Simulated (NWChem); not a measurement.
Species: C$_{2}$H$_{3}$O$_{2}$, doublet; SMILES CC([O])=O

```xyz
7

C      0.0213     1.3381    -0.0073
C     -0.0076    -0.1491    -0.0049
O     -1.0468    -0.8331     0.1133
O      1.0127    -0.8682    -0.1012
H      0.3780     1.6894     0.9730
H     -0.9848     1.7381    -0.1897
H      0.7238     1.6963    -0.7728
```
Atoms are numbered in this order, from 1.

Level: PBE0/def2-SVP, spin-unrestricted (NWChem), optimised geometry, unscaled harmonic frequencies. 

Task: List the harmonic frequencies with IR intensities, and the thermochemistry.

Result: 
| frequency (cm⁻¹) | IR intensity (km/mol) |
|---|---|
| 17 | 0.6 |
| 393 | 9.1 |
| 550 | 7.0 |
| 589 | 20.2 |
| 933 | 7.7 |
| 982 | 6.1 |
| 1039 | 16.9 |
| 1097 | 217.7 |
| 1360 | 13.7 |
| 1422 | 42.5 |
| 1436 | 12.5 |
| 1660 | 215.1 |
| 3075 | 1.0 |
| 3177 | 0.3 |
| 3200 | 0.6 |

| Property | Value |
|---|---|
| zero-point energy | 29.9 kcal/mol |
| thermal correction to the enthalpy at 298.15 K (with zero-point energy) | 33.4 kcal/mol |
| heat capacity Cv | 13.4 cal/(mol K) |
| entropy at 298.15 K and 1 atm (symmetry number 1, electronic part: spin degeneracy alone) | 72.5 cal/(mol K) |
| dipole moment | 3.20 D |

Rigid rotor and harmonic oscillator; modes under 100 cm⁻¹ make the entropy uncertain.
